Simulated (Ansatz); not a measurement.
Input:

```yaml
crystal:
  periodic: [false, false, false]
  atoms:
    - { symbol: Si, position_ang: [0.001859, -0.223648, 0.344524] }
    - { symbol: F, position_ang: [0.798259, -1.331008, 1.294525] }
    - { symbol: C, position_ang: [1.094436, 0.005855, -1.161774] }
    - { symbol: H, position_ang: [2.121031, 0.270017, -0.858324] }
    - { symbol: "N", position_ang: [-0.247546, 1.112076, 1.427879] }
    - { symbol: "N", position_ang: [-1.570286, -0.720901, -0.175363] }
    - { symbol: H, position_ang: [0.71216, 0.806364, -1.815741] }
    - { symbol: H, position_ang: [1.153838, -0.921452, -1.757215] }
    - { symbol: H, position_ang: [-0.696998, 1.943174, 1.050338] }
    - { symbol: H, position_ang: [0.537523, 1.384466, 2.015472] }
    - { symbol: H, position_ang: [-2.264048, -0.905059, 0.546498] }
    - { symbol: H, position_ang: [-1.640228, -1.419982, -0.911018] }
basis:
  gaussian: { orbitals: cc-pVDZ }
hamiltonian:
  xc: b3lyp
neb:
  order_check: false
  images: 9
  f_tol: 0.03
  max_iterations: 60
  final_atoms:
    - { symbol: Si, position_ang: [-0.30714664, 0.2711237, -0.15611435] }
    - { symbol: F, position_ang: [1.67366673, -1.55714144, 0.86869391] }
    - { symbol: C, position_ang: [0.99107705, 0.13866592, -1.28391769] }
    - { symbol: H, position_ang: [1.65667303, -0.98971942, 0.08183584] }
    - { symbol: "N", position_ang: [-0.33030708, 1.35875071, 1.15973726] }
    - { symbol: "N", position_ang: [-1.7026282, -0.72401973, -0.07706698] }
    - { symbol: H, position_ang: [1.64623505, 0.99525832, -1.46720238] }
    - { symbol: H, position_ang: [0.93583017, -0.59960142, -2.08911087] }
    - { symbol: H, position_ang: [-1.18961489, 1.65366556, 1.6092382] }
    - { symbol: H, position_ang: [0.45451262, 1.96700939, 1.36444821] }
    - { symbol: H, position_ang: [-1.9733533, -1.12386166, 0.81872988] }
    - { symbol: H, position_ang: [-1.85494454, -1.39022794, -0.82947005] }
  initial_path:
    images:
      - { positions_ang: [[0.001859, -0.223648, 0.344524], [0.798259, -1.331008, 1.294525], [1.094436, 0.005855, -1.161774], [2.121031, 0.270017, -0.858324], [-0.247546, 1.112076, 1.427879], [-1.570286, -0.720901, -0.175363], [0.71216, 0.806364, -1.815741], [1.153838, -0.921452, -1.757215], [-0.696998, 1.943174, 1.050338], [0.537523, 1.384466, 2.015472], [-2.264048, -0.905059, 0.546498], [-1.640228, -1.419982, -0.911018]] }
      - { positions_ang: [[-0.02943644, -0.16206571, 0.27933349], [0.88173964, -1.29090433, 1.20067115], [1.10959447, 0.00582515, -1.18265849], [2.03252335, 0.05541973, -0.73784549], [-0.26405324, 1.13030434, 1.40263784], [-1.58583115, -0.72695051, -0.14605165], [0.90850484, 0.83067613, -1.75014952], [1.10657664, -0.83488145, -1.84504366], [-0.7953444, 1.89749486, 1.12103662], [0.52223956, 1.45786361, 1.92969334], [-2.21774436, -0.93821528, 0.60623057], [-1.6687689, -1.42466453, -0.87805319]] }
      - { positions_ang: [[-0.06073189, -0.10048343, 0.21414297], [0.96522028, -1.25080066, 1.1068173], [1.12475294, 0.0057953, -1.20354299], [1.9440157, -0.15917754, -0.61736697], [-0.28056048, 1.14853269, 1.37739667], [-1.60137631, -0.73300003, -0.11674031], [1.10484967, 0.85498825, -1.68455804], [1.05931528, -0.74831089, -1.93287232], [-0.89369081, 1.85181571, 1.19173524], [0.50695613, 1.53126121, 1.84391468], [-2.17144071, -0.97137156, 0.66596313], [-1.6973098, -1.42934707, -0.84508838]] }
      - { positions_ang: [[-0.09202733, -0.03890114, 0.14895246], [1.04870091, -1.21069698, 1.01296345], [1.13991141, 0.00576545, -1.22442748], [1.85550805, -0.37377481, -0.49688846], [-0.29706772, 1.16676103, 1.35215551], [-1.61692146, -0.73904954, -0.08742896], [1.30119451, 0.87930038, -1.61896655], [1.01205392, -0.66174034, -2.02070097], [-0.99203721, 1.80613657, 1.26243386], [0.49167269, 1.60465882, 1.75813602], [-2.12513707, -1.00452784, 0.7256957], [-1.7258507, -1.4340296, -0.81212356]] }
      - { positions_ang: [[-0.12332277, 0.02268115, 0.08376194], [1.13218155, -1.17059331, 0.9191096], [1.15506988, 0.00573561, -1.24531197], [1.76700039, -0.58837208, -0.37640994], [-0.31357496, 1.18498938, 1.32691434], [-1.63246661, -0.74509906, -0.05811761], [1.49753935, 0.90361251, -1.55337507], [0.96479256, -0.57516979, -2.10852963], [-1.09038362, 1.76045743, 1.33313247], [0.47638925, 1.67805643, 1.67235736], [-2.07883342, -1.03768412, 0.78542827], [-1.7543916, -1.43871213, -0.77915875]] }
      - { positions_ang: [[-0.15461821, 0.08426343, 0.01857143], [1.21566219, -1.13048964, 0.82525575], [1.17022835, 0.00570576, -1.26619647], [1.67849274, -0.80296935, -0.25593143], [-0.3300822, 1.20321772, 1.30167318], [-1.64801177, -0.75114857, -0.02880626], [1.69388419, 0.92792463, -1.48778359], [0.9175312, -0.48859924, -2.19635829], [-1.18873002, 1.71477829, 1.40383109], [0.46110581, 1.75145403, 1.58657869], [-2.03252978, -1.0708404, 0.84516083], [-1.7829325, -1.44339466, -0.74619394]] }
      - { positions_ang: [[-0.1851239, 0.12163548, -0.01636573], [1.3072631, -1.21582, 0.83394338], [1.13439809, 0.03229779, -1.26974071], [1.6741288, -0.84031937, -0.18837797], [-0.33012718, 1.23432432, 1.27328599], [-1.65893505, -0.74572281, -0.03845841], [1.68435436, 0.94139137, -1.48366735], [0.92119099, -0.51079967, -2.1749088], [-1.18890699, 1.70255574, 1.44491251], [0.45978718, 1.79456511, 1.5421526], [-2.02069448, -1.08144465, 0.83987464], [-1.79733491, -1.43276132, -0.76284916]] }
      - { positions_ang: [[-0.21562958, 0.15900754, -0.05130288], [1.39886401, -1.30115036, 0.84263101], [1.09856783, 0.05888982, -1.27328496], [1.66976486, -0.87766938, -0.12082452], [-0.33017215, 1.26543092, 1.24489881], [-1.66985834, -0.74029704, -0.04811055], [1.67482453, 0.95485811, -1.4795511], [0.92485079, -0.53300011, -2.15345932], [-1.18908397, 1.6903332, 1.48599394], [0.45846854, 1.83767618, 1.4977265], [-2.00885919, -1.0920489, 0.83458845], [-1.81173731, -1.42212798, -0.77950438]] }
      - { positions_ang: [[-0.24613527, 0.19637959, -0.08624004], [1.49046491, -1.38648072, 0.85131864], [1.06273757, 0.08548186, -1.2768292], [1.66540091, -0.91501939, -0.05327106], [-0.33021713, 1.29653752, 1.21651162], [-1.68078163, -0.73487127, -0.05776269], [1.6652947, 0.96832485, -1.47543486], [0.92851058, -0.55520055, -2.13200984], [-1.18926094, 1.67811065, 1.52707536], [0.4571499, 1.88078725, 1.45330041], [-1.99702389, -1.10265315, 0.82930226], [-1.82613972, -1.41149463, -0.7961596]] }
      - { positions_ang: [[-0.27664095, 0.23375164, -0.12117719], [1.58206582, -1.47181108, 0.86000628], [1.02690731, 0.11207389, -1.28037344], [1.66103697, -0.9523694, 0.01428239], [-0.33026211, 1.32764412, 1.18812444], [-1.69170492, -0.7294455, -0.06741484], [1.65576488, 0.98179158, -1.47131862], [0.93217037, -0.57740098, -2.11056035], [-1.18943791, 1.66588811, 1.56815678], [0.45583126, 1.92389832, 1.40887431], [-1.98518859, -1.1132574, 0.82401607], [-1.84054213, -1.40086129, -0.81281482]] }
      - { positions_ang: [[-0.30714664, 0.2711237, -0.15611435], [1.67366673, -1.55714144, 0.86869391], [0.99107705, 0.13866592, -1.28391769], [1.65667303, -0.98971942, 0.08183584], [-0.33030708, 1.35875071, 1.15973726], [-1.7026282, -0.72401973, -0.07706698], [1.64623505, 0.99525832, -1.46720238], [0.93583017, -0.59960142, -2.08911087], [-1.18961489, 1.65366556, 1.6092382], [0.45451262, 1.96700939, 1.36444821], [-1.9733533, -1.12386166, 0.81872988], [-1.85494454, -1.39022794, -0.82947005]] }
```

Command:

```bash
$ ansatz run input.yaml --threads 2 --pin off --max-ram 3072MiB --backend cpu --events-out ev --progress --plain --runs-dir out
```

Hardware: 2 threads of Intel(R) Xeon(R) Platinum 8488C (Sapphire Rapids), with other jobs on the host.

Task: Roughly how long does this run take, and how much memory?

Result: 13 min, with a peak of 0.26 GiB, for 42 band iterations.
